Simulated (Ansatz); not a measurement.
Steps of a relaxation of `[CH3][SnH2][CH2][AlH2]` with RKS PBE-D4/def2-SVP.

```sh
$ ansatz run in.yaml --threads 4 --pin off --events-out ev --progress --plain --max-ram 10444MiB
```

```yaml
crystal:
  periodic: [false, false, false]
  atoms:
    - {symbol: C, position_ang: [-1.751300, 0.283300, 1.000600]}
    - {symbol: Sn, position_ang: [-0.367000, -1.129800, 0.346400]}
    - {symbol: C, position_ang: [1.493000, -0.162300, 0.024600]}
    - {symbol: Al, position_ang: [1.418600, 1.211800, -1.403400]}
    - {symbol: H, position_ang: [-1.443000, 0.801400, 1.906000]}
    - {symbol: H, position_ang: [-1.921800, 1.114800, 0.199000]}
    - {symbol: H, position_ang: [-2.746600, -0.167800, 1.177600]}
    - {symbol: H, position_ang: [-0.858800, -1.834200, -1.160500]}
    - {symbol: H, position_ang: [-0.189700, -2.343600, 1.619300]}
    - {symbol: H, position_ang: [1.849400, 0.330300, 1.002300]}
    - {symbol: H, position_ang: [2.270800, -0.918600, -0.240500]}
    - {symbol: H, position_ang: [2.448100, 1.187600, -2.554600]}
    - {symbol: H, position_ang: [-0.181200, 1.592500, -1.901900]}
basis:
  gaussian: {orbitals: def2-SVP}
hamiltonian: {xc: pbe, dispersion: d4}
relax: {f_tol: 0.03, max_steps: 200}
```

Positions (Å) and forces (eV/Å) along the path, 10 of 15 steps:

```xyz
13
step=1 energy=-14636.7254 eV
C    -1.751    0.283    1.001   -1.481    1.825   -1.337
Sn   -0.367   -1.130    0.346    0.244   -1.089    0.093
C     1.493   -0.162    0.025    1.337    1.220    0.715
Al    1.419    1.212   -1.403   -2.000   -1.136   -0.267
H    -1.443    0.801    1.906    0.276    0.185    0.629
H    -1.922    1.115    0.199    0.326   -1.178    0.971
H    -2.747   -0.168    1.178   -0.001   -0.065    0.075
H    -0.859   -1.834   -1.161   -0.030   -0.077    0.064
H    -0.190   -2.344    1.619   -0.030    0.133   -0.328
H     1.849    0.330    1.002   -0.418   -0.643   -0.711
H     2.271   -0.919   -0.240   -0.018    0.195    0.047
H     2.448    1.188   -2.555    0.812    0.385   -0.436
H    -0.181    1.593   -1.902    0.983    0.244    0.486
13
step=2 energy=-14637.1935 eV
C    -1.792    0.314    0.998   -0.378    0.585   -0.481
Sn   -0.358   -1.150    0.360    0.016   -0.138    0.044
C     1.533   -0.151    0.039    0.297    0.477   -0.008
Al    1.324    1.074   -1.504   -0.217   -0.264    0.028
H    -1.449    0.810    1.921    0.060    0.037    0.169
H    -1.928    1.104    0.206    0.110   -0.440    0.368
H    -2.776   -0.157    1.187   -0.007   -0.017    0.032
H    -0.861   -1.860   -1.140   -0.013   -0.056   -0.003
H    -0.188   -2.355    1.585   -0.014   -0.151    0.035
H     1.843    0.321    1.013   -0.196   -0.143   -0.387
H     2.316   -0.898   -0.220    0.012    0.010    0.065
H     2.508    1.242   -2.571    0.031    0.088    0.004
H    -0.151    1.673   -1.861    0.299    0.012    0.135
13
step=3 energy=-14637.2424 eV
C    -1.810    0.317    1.025    0.008    0.003    0.054
Sn   -0.361   -1.173    0.395   -0.026   -0.029   -0.121
C     1.524   -0.131   -0.005    0.041   -0.104   -0.082
Al    1.354    1.053   -1.570   -0.015   -0.108    0.102
H    -1.459    0.799    1.959   -0.022   -0.009   -0.005
H    -1.907    1.088    0.238    0.018    0.004   -0.031
H    -2.801   -0.141    1.206    0.023   -0.025    0.006
H    -0.875   -1.911   -1.094   -0.035    0.001   -0.011
H    -0.230   -2.449    1.573    0.071    0.083   -0.005
H     1.760    0.384    0.953    0.031    0.082   -0.072
H     2.335   -0.874   -0.184   -0.073    0.057    0.097
H     2.564    1.281   -2.607   -0.043   -0.025    0.060
H    -0.073    1.724   -1.875    0.022    0.069    0.008
13
step=4 energy=-14637.2631 eV
C    -1.807    0.292    1.045   -0.031    0.061   -0.015
Sn   -0.381   -1.195    0.360    0.115    0.021    0.250
C     1.486   -0.124   -0.031    0.071   -0.011   -0.041
Al    1.357    1.020   -1.611    0.083    0.043   -0.015
H    -1.528    0.643    2.063   -0.050   -0.063   -0.166
H    -1.762    1.149    0.335   -0.111   -0.141    0.155
H    -2.832   -0.137    1.069    0.134    0.135   -0.011
H    -0.958   -1.970   -1.078    0.000   -0.006   -0.070
H    -0.113   -2.416    1.574   -0.028    0.031   -0.061
H     1.650    0.519    0.866   -0.111   -0.057    0.011
H     2.332   -0.845   -0.065   -0.044    0.037   -0.041
H     2.558    1.150   -2.671   -0.048   -0.039   -0.011
H     0.017    1.880   -1.841    0.020   -0.011    0.014
13
step=6 energy=-14637.2962 eV
C    -1.833    0.259    1.023   -0.023   -0.014    0.020
Sn   -0.352   -1.182    0.363    0.008    0.005   -0.007
C     1.505   -0.081   -0.006    0.028    0.030   -0.009
Al    1.378    1.040   -1.601    0.019    0.004    0.020
H    -1.556    0.648    2.022    0.001   -0.005   -0.011
H    -1.864    1.101    0.305   -0.010   -0.001   -0.006
H    -2.835   -0.208    1.083    0.012    0.007   -0.003
H    -0.881   -1.951   -1.104    0.000    0.007    0.000
H    -0.097   -2.411    1.562    0.006    0.005   -0.009
H     1.615    0.541    0.911   -0.017    0.004    0.003
H     2.348   -0.802   -0.032   -0.011   -0.008   -0.008
H     2.375    0.859   -2.847   -0.042   -0.018    0.012
H     0.218    2.153   -1.666    0.028   -0.014   -0.002
13
step=7 energy=-14637.3015 eV
C    -1.851    0.245    1.015   -0.010   -0.014    0.039
Sn   -0.340   -1.166    0.353    0.000   -0.005   -0.015
C     1.522   -0.055    0.017    0.009    0.035   -0.017
Al    1.391    1.050   -1.590    0.021   -0.039   -0.122
H    -1.573    0.641    2.011    0.000    0.004   -0.011
H    -1.906    1.085    0.296   -0.013   -0.006   -0.005
H    -2.842   -0.244    1.087    0.031    0.009   -0.019
H    -0.850   -1.927   -1.125    0.006    0.009    0.002
H    -0.083   -2.404    1.543    0.006    0.008   -0.011
H     1.618    0.556    0.941   -0.005    0.014   -0.001
H     2.356   -0.786   -0.006   -0.014   -0.006   -0.008
H     2.260    0.718   -2.918   -0.123    0.049    0.178
H     0.316    2.254   -1.608    0.092   -0.059   -0.009
13
step=8 energy=-14637.3037 eV
C    -1.855    0.239    1.015   -0.005   -0.024    0.013
Sn   -0.338   -1.166    0.353    0.005    0.005   -0.001
C     1.521   -0.051    0.021   -0.016    0.015   -0.007
Al    1.383    1.039   -1.592    0.091    0.090   -0.098
H    -1.573    0.657    2.000    0.009    0.001    0.000
H    -1.938    1.067    0.284   -0.001   -0.002   -0.009
H    -2.835   -0.267    1.107   -0.008    0.004   -0.004
H    -0.843   -1.921   -1.131    0.000    0.008    0.005
H    -0.078   -2.406    1.538    0.000    0.000   -0.005
H     1.617    0.564    0.943   -0.007    0.008   -0.019
H     2.352   -0.785   -0.001   -0.009   -0.004   -0.011
H     2.231    0.693   -2.925   -0.120    0.007    0.139
H     0.376    2.303   -1.598    0.060   -0.107   -0.002
13
step=9 energy=-14637.3046 eV
C    -1.846    0.239    0.992    0.002    0.023   -0.018
Sn   -0.319   -1.155    0.337   -0.001   -0.068    0.064
C     1.545   -0.035    0.053   -0.001   -0.003    0.027
Al    1.376    1.027   -1.560   -0.093    0.106   -0.041
H    -1.563    0.678    1.969    0.002   -0.003   -0.003
H    -1.931    1.052    0.244   -0.015   -0.001    0.022
H    -2.825   -0.268    1.092    0.001   -0.008    0.000
H    -0.811   -1.882   -1.164    0.011    0.006   -0.008
H    -0.072   -2.420    1.501   -0.004    0.017   -0.020
H     1.618    0.594    0.964    0.020   -0.029    0.049
H     2.380   -0.763    0.034    0.004   -0.040    0.045
H     2.060    0.589   -2.932    0.061   -0.027   -0.093
H     0.410    2.308   -1.515    0.013    0.027   -0.025
13
step=12 energy=-14637.3108 eV
C    -1.878    0.209    1.035   -0.006    0.005   -0.010
Sn   -0.330   -1.140    0.333   -0.003    0.013   -0.015
C     1.524    0.001    0.048   -0.002    0.003    0.001
Al    1.417    1.037   -1.601   -0.005    0.005    0.004
H    -1.589    0.630    2.018   -0.004   -0.002    0.002
H    -2.002    1.039    0.312    0.007   -0.010    0.006
H    -2.840   -0.327    1.139    0.006    0.000    0.008
H    -0.817   -1.841   -1.183   -0.003    0.000    0.002
H    -0.057   -2.423    1.467    0.002   -0.003    0.001
H     1.595    0.627    0.964    0.000    0.001   -0.013
H     2.347   -0.744    0.058   -0.003    0.013   -0.008
H     2.093    0.501   -2.954   -0.009    0.007    0.023
H     0.557    2.397   -1.621    0.021   -0.033    0.000
13
step=15 energy=-14637.3114 eV
C    -1.892    0.192    1.066   -0.006   -0.004    0.008
Sn   -0.338   -1.125    0.315   -0.006   -0.001    0.011
C     1.510    0.027    0.051    0.002   -0.004   -0.003
Al    1.445    1.026   -1.621    0.019   -0.012    0.008
H    -1.585    0.610    2.044    0.002    0.005   -0.004
H    -2.052    1.024    0.352    0.000   -0.016    0.011
H    -2.839   -0.366    1.194    0.009    0.012   -0.011
H    -0.837   -1.790   -1.213    0.001    0.000   -0.004
H    -0.051   -2.437    1.415   -0.002    0.006   -0.009
H     1.562    0.671    0.955   -0.003    0.003    0.001
H     2.336   -0.713    0.088    0.002   -0.002    0.003
H     2.123    0.436   -2.947    0.001   -0.005   -0.007
H     0.637    2.410   -1.685   -0.019    0.018   -0.003
```

It took 22 s on 4 threads of an Arm Neoverse V1 on a shared host, with 0.16 GiB of host memory at the peak.
